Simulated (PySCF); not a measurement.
SrS at PBE

Computed with PBE; PySCF, scalar-relativistic core potentials, basis sets Sr def2-SVPD with ECP28, S def2-SVPD.

| Item | Value |
| --- | --- |
| state | ¹Σ⁺ (singlet), closed shell |
| bond length | 4.677 bohr |
| harmonic wavenumber | 384 cm⁻¹ |
| force constant | 2.04 mdyn/Å |
| rotational constant Be | 0.1174 cm⁻¹ |
| anharmonicity ωexe | 1.06 cm⁻¹ |
| vibration–rotation constant αe | 0.000431 cm⁻¹ |
| well depth De to Sr + S | 3.85 eV |
| dissociation energy D0 | 3.82 eV |
| HOMO–LUMO gap | 1.17 eV |
| bond order (Mayer) | 2.00 |
| dipole moment (positive dipole means Sr(−)S(+)) | -9.97 D |
